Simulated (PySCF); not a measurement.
WO₂Cl₂, SMILES [O]=[W](=[O])([Cl])[Cl], multiplicity 1.

Coordinates come from a B3LYP-D3(BJ)/def2-SVP optimisation. The spin state was assumed, not searched. The isomer is the one that the SMILES or the coordinates give; other isomers of the formula were not compared. The def2 effective core potentials stand for the cores of W; spin–orbit coupling is left out.

Two levels are set side by side: TDA-PBE/def2-SVPD (PySCF) and TDA-CAM-B3LYP/def2-SVPD (PySCF). Vertical, same geometry. The lowest singlet is HOMO→LUMO 96 % with PBE and HOMO→LUMO 92 % with the other functional; states are paired by order. Differences are taken from unrounded values.

```json
[
 {"quantity": "lowest singlet excitation (eV)", "TDA-CAM-B3LYP": "4.79"},
 {"quantity": "lowest triplet excitation (TDA) (eV)", "TDA-CAM-B3LYP": "4.36"}
]
```

Question: What does TDA-PBE give, and how far is it from TDA-CAM-B3LYP? (The exact figures need the calculation; the answer reports its results.)

Answer: 
```json
[
 {"quantity": "lowest singlet excitation (eV)", "TDA-PBE": "4.24", "TDA-PBE minus TDA-CAM-B3LYP": "-0.56"},
 {"quantity": "lowest triplet excitation (TDA) (eV)", "TDA-PBE": "3.89", "TDA-PBE minus TDA-CAM-B3LYP": "-0.48"}
]
```

Functionals without exact exchange tend to place singlet excitations lower, as here. Differences between two approximate levels are no errors against the true value.

Rough cost on one machine, each run with all the roots and properties that it gave: TDA-CAM-B3LYP against TDA-PBE about 4 times.
